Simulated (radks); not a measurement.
The numbers below are computed, except where a source is named.
Problem. The table gives one normalised radial function P(r) = r R(r) of Ba3+ in [Kr] 4d10 5p5 6s2 (r in bohr). Code: a radial shooting solver on a logarithmic mesh with Libxc functionals. Model: scalar-relativistic Kohn-Sham, BLYP, spin-unpolarised, spherical densities, finite nucleus; Fermi nuclear charge, rms radius 4.8378 fm.

r              P
0.001045   0.0782
0.001207   0.0884
0.001405   0.1003
0.001623   0.1129
0.001889   0.1276
0.002182   0.1429
0.00254    0.1605
0.002934   0.1786
0.003415   0.1990
0.003944   0.2195
0.004592   0.2418
0.005303   0.2632
0.006173   0.2853
0.007187   0.3058
0.0083     0.3226
0.009662   0.3358
0.01116    0.3421
0.01299    0.3398
0.015      0.3265
0.01747    0.2979
0.02017    0.2545
0.02348    0.1891
0.02712    0.1077
0.03157    0.0020
0.03646   -0.1135
0.04245   -0.2441
0.04941   -0.3717
0.05707   -0.4742
0.06644   -0.5430
0.07673   -0.5510
0.08932   -0.4811
0.1032    -0.3319
0.1201    -0.0927
0.1387     0.1864
0.1615     0.4877
0.1865     0.7179
0.2171     0.8321
0.2527     0.7571
0.2919     0.4942
0.3398     0.0476
0.3924    -0.4567
0.4568    -0.9583
0.5276    -1.2993
0.6142    -1.4441
0.7093    -1.3700
0.8257    -1.1258
0.9536    -0.8232
1.11      -0.5165
1.282     -0.2903
1.493     -0.1354
1.738     -0.0530
2.007     -0.0181
2.336     -0.0047
2.698     -0.0010
3.141     -0.0002
3.627     0.0000
4.223     0.0000
4.877     0.0000
5.677     0.0000
6.557     0.0000
7.633     0.0000
8.815     0.0000
10.26     0.0000

Which n and l does it have? It may be an empty orbital.

Solution. n = 4, l = 0: the number of nodes gives n - l - 1 = 3, the rise at small r (about r^(l+1), flatter next to the nucleus through relativity) gives l, and the extent must fit the shell. The curve is that of 4s. 4s: eigenvalue -282.60 eV, 3 radial nodes at r = 0.0317, 0.126, 0.345 bohr, <r> = 0.673 bohr, 90 % of the charge inside 0.967 bohr.
